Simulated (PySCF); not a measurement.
## Working out the ionisation energy of Ge

Ge [Ar] 3d10 4s2 4p2 (3P) → Ge⁺ [Ar] 3d10 4s2 4p1 (2P). Calculation: PySCF 2.14, in 6-31G*; the non-relativistic Hamiltonian (point nucleus). Frozen: [Ar] 3d10. Energies in hartree (1 hartree = 27.21139 eV):

```
            part    Ge (lower)   Ge⁺ (upper)
             UHF  -2075.035701  -2074.762095
CCSD correlation     -0.054558     -0.045865
             (T)     -0.000736     -0.000459
```

Task: What does Hartree-Fock give?

Result: (-2074.762095) − (-2075.035701) = 0.273606 hartree = 7.445 eV.

Task: What do CCSD and CCSD(T) give?

Result: The CCSD correlation energies differ by 0.008693 hartree = 0.237 eV and the triples by 0.000277 hartree = 0.008 eV, so CCSD gives 7.682 eV and CCSD(T) 7.690 eV.

Measured between the centres of the two terms (NIST): 7.925 eV, so CCSD(T) (valence) is off by -0.235 eV.

The calculation is non-relativistic.

What remains against the reference includes basis incompleteness, the frozen core and higher excitations.
